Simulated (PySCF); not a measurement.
Stepwise substitution at one centre (Ga F-CH3). Gas-phase values, no solvent. Strings in code marks are SMILES.

The T1 excitation (TDA) from two functionals at the same geometries (B3LYP-D3(BJ)/def2-TZVP), both in PySCF: PBE-D3(BJ)/def2-TZVP and B3LYP-D3(BJ)/def2-TZVP. B3LYP has the VWN-RPA correlation part, as in Gaussian. Excitations are Tamm–Dancoff values on a coarser integration grid. The basis has no diffuse functions, so Rydberg states are missing or too high.

```
species                                             PBE-D3(BJ)/def2-TZVP (eV)
--------------------------------------------------  -------------------------
0 of 3 F replaced by CH3 (`[F][Ga]([F])[F]`)                             6.00
1 of 3 F replaced by CH3 (`[Ga]([F])([F])[CH3]`)                         5.97
2 of 3 F replaced by CH3                                                 5.08
3 of 3 F replaced by CH3 (`[CH3][Ga]([CH3])[CH3]`)                       4.65
```

Q: What does B3LYP-D3(BJ)/def2-TZVP give for each?

A: 
- 0 of 3 F replaced by CH3 (`[F][Ga]([F])[F]`): 6.74
- 1 of 3 F replaced by CH3 (`[Ga]([F])([F])[CH3]`): 6.28
- 2 of 3 F replaced by CH3: 5.33
- 3 of 3 F replaced by CH3 (`[CH3][Ga]([CH3])[CH3]`): 4.89
Over these rows, drawn at random from the members with no instability flagged (it was tested for open shells, ions and some series alone), PBE minus B3LYP-D3(BJ): mean -0.39 eV, from -0.75 eV to -0.24 eV.
